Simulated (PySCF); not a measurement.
3-methylidenefuran (C5H6O), SMILES C=C1C=COC1. Atoms are numbered in the order given.

```xyz
12

C      0.0352    -2.1526     0.0000
C      0.0558    -0.8089     0.0000
C      1.1972     0.1004     0.0000
C      0.7159     1.3612     0.0000
O     -0.6329     1.4575     0.0000
C     -1.1559     0.1128     0.0000
H      0.9631    -2.7288     0.0000
H     -0.9041    -2.7113     0.0000
H      2.2454    -0.1899     0.0000
H      1.2460     2.3143     0.0000
H     -1.7883    -0.0109    -0.8944
H     -1.7883    -0.0109     0.8944
```

Geometry: B3LYP-D3(BJ)/def2-SVP. Other conformers were not sampled.

Level of theory: PySCF 2.14.0 with TDA-M06-2X/def2-SVPD.

Vertical excitations. Gas-phase values at a fixed geometry. State labels are in the subgroup Cs.

Computed excitation energies, oscillator strengths and character:
| state | symmetry | energy (eV) | λ (nm) | f | main pairs |
|---|---|---|---|---|---|
| S1 | A' | 5.37 | 231 | 0.509 | HOMO→LUMO 93 % |
| S2 | A" | 5.70 | 217 | 0.001 | HOMO→LUMO+1 95 % |
| S3 | A" | 6.20 | 200 | 0.019 | HOMO→LUMO+2 92 % |
| S4 | A" | 6.54 | 189 | 0.000 | HOMO→LUMO+3 94 % |
| S5 | A" | 6.94 | 179 | 0.001 | HOMO→LUMO+4 68 %, HOMO→LUMO+6 19 % |
| S6 | A' | 6.95 | 178 | 0.011 | HOMO→LUMO+5 85 % |
| S7 | A" | 7.29 | 170 | 0.010 | HOMO→LUMO+6 50 %, HOMO→LUMO+7 30 % |
| S8 | A" | 7.43 | 167 | 0.009 | HOMO−2→LUMO 81 % |
| S9 | A" | 7.43 | 167 | 0.004 | HOMO→LUMO+7 56 %, HOMO→LUMO+4 17 %, HOMO→LUMO+6 16 % |
| S10 | A' | 7.60 | 163 | 0.005 | HOMO→LUMO+8 68 %, HOMO−1→LUMO 19 % |
| T1 | A' | 3.14 | 395 | 0 | HOMO→LUMO 95 % |
| T2 | A' | 5.15 | 241 | 0 | HOMO→LUMO+5 47 %, HOMO−1→LUMO 37 %, HOMO→LUMO+8 10 % |
| T3 | A" | 5.71 | 217 | 0 | HOMO→LUMO+1 94 % |
| T4 | A" | 6.14 | 202 | 0 | HOMO→LUMO+2 86 % |
Triplets are in the Tamm–Dancoff approximation.
